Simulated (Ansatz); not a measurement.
Computed with Ansatz on PBE0-D4/def2-TZVP structures; ΔE is electronic, products minus reactants. CBS: MP2 limit from def2 TZ/QZ plus the TZ coupled-cluster correction, frozen cores. Functionals use def2-TZVPP. One conformer a species, not always the lowest.

`CCB(O)CC` + `CNBCl` → `CCN(C)BCl` + `CCBO`  (substitution at a C–B bond)

```json
{"level": "PBE0-D4", "ΔE (eV)": "0.58"}
{"level": "CCSD/def2-TZVPP", "ΔE (eV)": "0.55"}
```

What does CCSD(T)/CBS give? (An estimate is asked.)

The calculation gave: +0.54 eV. The listed levels differ from it by 0.04, 0.01 eV.

Largest T1 diagnostic among the species: 0.011.

In def2-TZVPP, CCSD(T) changes the Hartree–Fock value by −0.05 eV (the triples alone add −0.02 eV) and MP2 by −0.06 eV.
